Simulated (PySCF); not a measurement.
C₅H₁₂FN.
SMILES: `CC[C@H](CN)CF`

The closed-shell SCF was solved with PySCF and density fitting under several settings on one GFN2-xTB geometry (grid level 2 and gas phase unless stated).

```json
{"settings": "PBE0/pcSseg-1", "basis functions": "179", "SCF cycles": "12", "E (Eh)": "-351.9040", "HOMO (eV)": "-6.95", "LUMO (eV)": "1.31", "dipole (D)": "2.89"}
{"settings": "PBE0/def2-SVPD", "basis functions": "239", "SCF cycles": "13", "E (Eh)": "-351.7132", "HOMO (eV)": "-7.08", "LUMO (eV)": "0.64", "dipole (D)": "2.83"}
{"settings": "PBE0/pcSseg-1, IEF-PCM dimethylsulfoxide, level shift 0.2 Eh", "basis functions": "179", "SCF cycles": "11", "E (Eh)": "-351.9126", "HOMO (eV)": "-6.81", "LUMO (eV)": "1.68", "dipole (D)": "3.57"}
{"settings": "HF/def2-SVPD, IEF-PCM water, energy threshold 1e-07 Eh", "basis functions": "239", "SCF cycles": "8", "E (Eh)": "-349.9744", "HOMO (eV)": "-10.61", "LUMO (eV)": "2.95", "dipole (D)": "3.83"}
{"settings": "wB97X/pcSseg-0, level shift 0.3 Eh", "basis functions": "87", "SCF cycles": "13", "E (Eh)": "-351.4603", "HOMO (eV)": "-9.03", "LUMO (eV)": "4.23", "dipole (D)": "3.34"}
{"settings": "PBE0/MINI, fitting basis def2-universal-jkfit", "basis functions": "47", "SCF cycles": "9", "E (Eh)": "-349.2398", "HOMO (eV)": "-7.39", "LUMO (eV)": "3.88", "dipole (D)": "2.67"}
{"settings": "X3LYP/6-311G**", "basis functions": "198", "SCF cycles": "12", "E (Eh)": "-352.2845", "HOMO (eV)": "-6.69", "LUMO (eV)": "0.95", "dipole (D)": "2.78"}
```

Problem. Estimate the row for these settings: BLYP/pcSseg-1, grid level 1.

Solution. 
```
                   settings  basis functions  SCF cycles     E (Eh)  HOMO (eV)  LUMO (eV)  dipole (D)
BLYP/pcSseg-1, grid level 1              179          11  -352.1529      -5.29       0.42        2.74
```

Problem. Over all rows, what range does the HOMO–LUMO gap span?

Solution. From 5.71 eV (BLYP/pcSseg-1, grid level 1) to 13.56 eV (HF/def2-SVPD, IEF-PCM water, energy threshold 1e-07 Eh). The functional of the narrowest has no exact exchange, that of the widest 100 % exact exchange.

Problem. And the dipole moment?

Solution. From 2.67 D (PBE0/MINI, fitting basis def2-universal-jkfit) to 3.83 D (HF/def2-SVPD, IEF-PCM water, energy threshold 1e-07 Eh); the largest is 1.43 times the smallest, and the median is 2.86 D.

Problem. Compare two rows with the functional PBE0: PBE0/pcSseg-1 and PBE0/def2-SVPD. Which energy is lower, and by how much?

Solution. PBE0/pcSseg-1 (179 functions) lies 0.1908 Eh or 120 kcal/mol below PBE0/def2-SVPD (239 functions). The smaller set gives the lower energy; the two sets aren't nested, so the variational bound doesn't order them by size.

Cycle counts include a coarse-grid stage where the run had one. All basis functions are spherical, in the Pople sets too. Geometry: GFN2-xTB, one conformer.

Shape of the structure used: `[CH3:1][CH2:2][C@H:3]([CH2:4][NH2:5])[CH2:6][F:7]`: C1–C2–C3–C4 55°, C2–C3–C4–N5 170°, C2–C3–C6–F7 -66°, H–N5–C4–C3 -63°, H–N5–C4–C3 178°.
